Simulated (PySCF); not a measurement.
# Whose spectrum? (charged doped PAH)

All values: TDA PBE0/6-31G*, gas phase, PySCF SCF with an in-house response code, fitting set def2-universal-JFIT up to Ne and JKFIT beyond, grid level 1 (kernel 0), vertical, one conformer each, geometries GFN2-xTB; core orbitals frozen in the response, virtual orbitals above 1.5 Eh left out. The lowest 6 singlets were sought, and the brightest is taken among them. The runs took 1 to 3 CPU minutes each on shared server CPUs.

Some members have dark charge-transfer states, which this functional places too low.

One system has its HOMO at -9.17 eV, its LUMO at -5.83 eV and these singlet states:

| state | eV | f |
| --- | --- | --- |
| S1 | 2.67 | 0.011 |
| S2 | 2.96 | 0.106 |
| S3 | 3.47 | 0.110 |
| S4 | 3.69 | 0.009 |
| S5 | 3.88 | 0.220 |
| S6 | 4.26 | 0.008 |

(1) Which is it?
A. C[n+]1cc2ccccc2c2c3c(ccc4ccccc43)ccc21 ([C22H16N]+)
B. CC1(C)C=Cc2ccc3ccc4ccc5ccccc5c4c3c21 (C23H18)
C. c1ccc2c(c1)ccc1sc3ccc4ccccc4c3c12 (C20H12S)
D. c1ccc2c(c1)ccc1ccc3ccc4cccnc4c3c12 (C21H13N)
E. C1=CB2C=CN3C=Cc4ccc5ccccc5c4C3=C2C=C1 (C20H14BN)

(2) How do the candidates compare?

Results:

(1) A.

(2) 
```csv
system,HOMO / eV,LUMO / eV,S1 / eV,f(S1),brightest state sought / eV
C1=CB2C=CN3C=Cc4ccc5ccccc5c4C3=C2C=C1,-5.39,-1.61,3.08,0.042,3.37
CC1(C)C=Cc2ccc3ccc4ccc5ccccc5c4c3c21,-5.47,-1.20,3.52,0.003,4.34
C[n+]1cc2ccccc2c2c3c(ccc4ccccc43)ccc21,-9.17,-5.83,2.67,0.011,3.88
c1ccc2c(c1)ccc1ccc3ccc4cccnc4c3c12,-5.69,-1.38,3.43,0.025,4.26
c1ccc2c(c1)ccc1sc3ccc4ccccc4c3c12,-5.66,-1.38,3.82,0.372,3.82
```
